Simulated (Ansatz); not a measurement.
Input for Ansatz (a first-principles code): R-CCSD(T)/cc-pVTZ on C2H7BO (SMILES CBOC), a point of a torsion scan.

Ansatz 0.2 input:
```yaml
crystal:
  periodic: [false, false, false]
  atoms:
    - {symbol: C, position_ang: [-1.39168650, 0.41009197, 0.11840144]}
    - {symbol: B, position_ang: [-0.47208279, -0.87386305, -0.08957079]}
    - {symbol: O, position_ang: [0.34040097, -1.42498320, 0.80302333]}
    - {symbol: C, position_ang: [0.57261827, -1.00744408, 2.12415594]}
    - {symbol: H, position_ang: [-1.09380742, 1.05465811, 0.94253680]}
    - {symbol: H, position_ang: [-2.41690757, 0.09606554, 0.31120966]}
    - {symbol: H, position_ang: [-1.42081742, 1.01888939, -0.78155860]}
    - {symbol: H, position_ang: [-0.48379822, -1.44701757, -1.11691459]}
    - {symbol: H, position_ang: [0.26667217, -1.80968260, 2.80009242]}
    - {symbol: H, position_ang: [0.02554168, -0.09769810, 2.37887121]}
    - {symbol: H, position_ang: [1.64399667, -0.83220838, 2.24842680]}
basis:
  gaussian:
    orbitals: cc-pVTZ
magnetization: {spin_polarized: false}
correlation: {method: ccsd_t, electrons: outside_noble_gas}
scf: {lower_state_search: off}
```

Output:

```
WARN ansatz: RAYON_NUM_THREADS=1 ignored (pool sized by the plan → 1); use --threads N
Functional definition: HF
these checks for a lower state are left out or cut short: stability, starts, cluster_reference, orbital_swaps, neighbouring_geometries, increment
integrals: 1.05 GiB planned
1235 factors; integrals over basis functions are off by at most 1.2e-3 eV
mean field: 0.56 GiB planned
mean field evaluation 1: about -4880.4227 eV, gradient 3.6e1 eV
mean field evaluation 2: about -4880.4237 eV, gradient 3.6e1 eV
mean field evaluation 4: about -4883.4086 eV, gradient 4.4e0 eV
mean field evaluation 8: about -4883.4590 eV, gradient 2.1e-4 eV
mean field -4883.45898217 eV, -179.4638074675 hartree, gradient 2.4e-6 eV, S^2 0.000000; 0 other end points of the search recorded, 0 dependent functions left out
4 core orbitals not correlated
reference -4883.45898217 eV, -179.4638074675 hartree; 12, 12 occupied and 202, 202 virtual orbitals, 1235 factors
second order -18.90228907 eV of doubles, -0.00000000 eV of singles
coupled cluster: 1.46 GiB planned
cycle   1  -19.41702654 eV  change   -5.1e-1 eV  update   9.0e-2
cycle   2  -19.87205107 eV  change   -4.6e-1 eV  update   2.6e-2
cycle   3  -19.97291501 eV  change   -1.0e-1 eV  update   1.4e-2
cycle   4  -19.96332815 eV  change    9.6e-3 eV  update   3.9e-3
cycle   5  -19.96322263 eV  change    1.1e-4 eV  update   1.9e-3
cycle   6  -19.96354989 eV  change   -3.3e-4 eV  update   5.4e-4
cycle   7  -19.96328724 eV  change    2.6e-4 eV  update   1.7e-4
cycle   8  -19.96328534 eV  change    1.9e-6 eV  update   5.0e-5
cycle   9  -19.96330300 eV  change   -1.8e-5 eV  update   1.4e-5
perturbative correction -0.73061445 eV, -0.0268495857 hartree
Total energy: -4904.15289962 eV, -180.2242949067 hartree
Checks for a lower state left out: stability, starts, cluster_reference, orbital_swaps, neighbouring_geometries, increment
```

The calculation finished and met its thresholds.

Cost: roughly 10 core-minutes.
